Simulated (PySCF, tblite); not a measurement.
Isomers of [C5H6O2]+ (charge +1 and doublet state), one GFN2-xTB conformer each. Single-point energies are computed at B3LYP/pcH-1 (PySCF, gas phase, no added dispersion term), electronic only. GFN2-xTB treats the open shell by occupation alone, and not every SCF solution was tested for stability.

```tsv
SMILES	GFN2-xTB relative energy (kcal/mol)
CO[C+]1[CH]C=CO1	0.0
[CH2+][C](C=O)CC=O	53.0
```

Conformers: `[CH3:1][O:2][C+:3]1[CH:4][CH:5]=[CH:6][O:7]1` (charge +1 and doublet state) with C1–O2–C3–C4 180°; `[CH2+:1][C:2]([CH:3]=[O:4])[CH2:5][CH:6]=[O:7]` (charge +1 and doublet state) with H–C1–C2–C3 0° and 180°, C1–C2–C3–O4 180°, C1–C2–C5–C6 178°, C2–C5–C6–O7 -178°.

Q: What does B3LYP/pcH-1 give for the same structures?

A: 
```csv
SMILES,B3LYP/pcH-1 E (Eh),B3LYP/pcH-1 (kcal/mol),GFN2-xTB (kcal/mol),point group
CO[C+]1[CH]C=CO1,-344.28361,0.0,0.0,Cs
[CH2+][C](C=O)CC=O,-344.23733,29.0,53.0,near Cs
```

Both levels put the same isomer lowest. 

Q: What happens when harmonic zero-point energies from GFN2-xTB frequencies are added?

A: 
```
            SMILES  ZPE (kcal/mol)  electronic (kcal/mol)  with ZPE (kcal/mol)
  CO[C+]1[CH]C=CO1            61.3                    0.0                  0.0
[CH2+][C](C=O)CC=O            58.5                   29.0                 26.2
```

The zero-point energies span 2.8 kcal/mol. The order is unchanged.
